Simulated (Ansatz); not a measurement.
SnGe6. Charge 0, multiplicity 1. Geometry PBE-D4/def2-SVP, basis def2-TZVP, Ansatz.

```xyz
7

Sn    1.5969   -1.6073   -1.0274
Ge   -1.0220   -2.0531    0.0823
Ge   -0.5808    0.2444   -1.2451
Ge    1.8391    1.2307   -0.6079
Ge    0.5596   -0.2230    1.2587
Ge   -2.0641    0.2083    0.9790
Ge   -0.3287    2.2001    0.5605
```

```tsv
run	HOMO (eV)	LUMO (eV)
A	-5.34	-3.65
B	-5.85	-3.48
C	-8.06	-1.42
D	-5.58	-3.70
E	-6.10	-3.08
```

In the def2 sets Sn takes a core potential; there is no spin–orbit coupling. LC-ωPBE has ω = 0.4 bohr⁻¹. The structure comes from a short search, and lower isomers may exist.

The runs used LC-ωPBE, PBE, PBE0, r2SCAN, r2SCANh. Estimate which is which.

A PBE (0 % exact exchange); B r2SCANh (10 % exact exchange); C LC-ωPBE (range-separated); D r2SCAN (0 % exact exchange); E PBE0 (25 % exact exchange). Exact exchange lowers occupied and raises empty levels; among semilocal functionals meta-GGAs tend to open the gap a little, and such runs are hard to tell apart. The gap grows from 1.70 eV (PBE) to 6.63 eV (LC-ωPBE).
